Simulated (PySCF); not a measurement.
# Electron correlation in Li (lithium, neutral)

[He] 2s1, 2S determinant. Calculation: PySCF 2.14, in aug-cc-pCVDZ; no relativity, point nucleus. Frozen: nothing; 3 electrons correlated.

| level | correlation energy (mhartree) |
| --- | --- |
| CCSD | -33.61 |
| (T) | 0.00 |
| CCSD(T) | -33.61 |
| CCSDT | -33.62 |
| FCI | -33.62 |

Diagnostics: T1 = 0.0010, D1 = 0.0023, largest double amplitude 0.033, weight of the Hartree-Fock determinant in FCI 0.9971 (9477 determinants).

Cost of the coupled-cluster step: about 0.19 core-seconds, for 3 correlated electrons.
